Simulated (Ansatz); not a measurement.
The same molecule with X = Cu, Ag, Au. Ansatz, PBE0-D4/def2-TZVP geometries, multiplicity 1. Each molecule was computed in one conformer, which needn't be the lowest.

Elements past krypton have def2 core potentials. Scalar relativity is left out up to krypton.

```json
{"X": "Cu", "molecule": "`[NH3+][Cu-][Br]`", "mean X–Br bond length / Å": "2.213", "mean X–N bond length / Å": "1.948", "HOMO energy (PBE0/def2-TZVPP) / eV": "-6.39", "HOMO–LUMO gap (ωB97M-V/def2-TZVPP) / eV": "9.13", "LUMO energy (PBE/def2-TZVPP) / eV": "-1.67"}
{"X": "Au", "molecule": "`[NH3+][Au-][Br]`", "mean X–Br bond length / Å": "2.358", "mean X–N bond length / Å": "2.098", "HOMO energy (PBE0/def2-TZVPP) / eV": "-6.62", "HOMO–LUMO gap (ωB97M-V/def2-TZVPP) / eV": "9.28", "LUMO energy (PBE/def2-TZVPP) / eV": "-1.80"}
```

Question: Give the row for X = Ag, `[NH3+][Ag-][Br]`. (Best estimate.)

Answer: Ansatz gave: 
```csv
X,molecule,mean X–Br bond length / Å,mean X–N bond length / Å,HOMO energy (PBE0/def2-TZVPP) / eV,HOMO–LUMO gap (ωB97M-V/def2-TZVPP) / eV,LUMO energy (PBE/def2-TZVPP) / eV
Ag,`[NH3+][Ag-][Br]`,2.395,2.172,-6.47,8.83,-1.94
```

From Cu to Au the mean X–Br bond length isn't monotonic: highest at Ag, lowest at Cu; the mean X–N bond length isn't monotonic: highest at Ag, lowest at Cu; the HOMO energy (PBE0/def2-TZVPP) falls at each step, by 0.23 eV in all; the HOMO–LUMO gap (ωB97M-V/def2-TZVPP) isn't monotonic: highest at Au, lowest at Ag; the LUMO energy (PBE/def2-TZVPP) isn't monotonic: highest at Cu, lowest at Ag.

Spin–orbit coupling is left out; it splits and shifts lone-pair levels of the heavy atoms by tenths of an eV.
